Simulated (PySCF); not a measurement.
## Ionisation energy of Co+ by level of theory

Co+ [Ar] 3d8 (3F) → Co(2+) [Ar] 3d7 (4F), as a difference of total energies. All numbers are calculated (PySCF 2.14, scalar relativity by spin-free X2C-1e, in Sapporo-DKH3-DZP-2012 (6s4p3d1f, 40 functions)). Correlated levels: valence: [Ar] frozen. The calculations carry no spin-orbit coupling.

Order these methods by the ionisation energy they give, lowest first.
A. SCS-MP2 (valence)
B. UHF
C. r2SCAN
D. M06-L

B (14.293 eV), A (16.658 eV), D (17.336 eV), C (17.484 eV).

The reference lies between the lowest fine-structure levels, while these numbers refer to the centres of the terms.

Errors of the correlated levels include the incompleteness of this basis and the frozen core.

For comparison: 17.084 eV (measured; NIST Atomic Spectra Database, ionization energies).
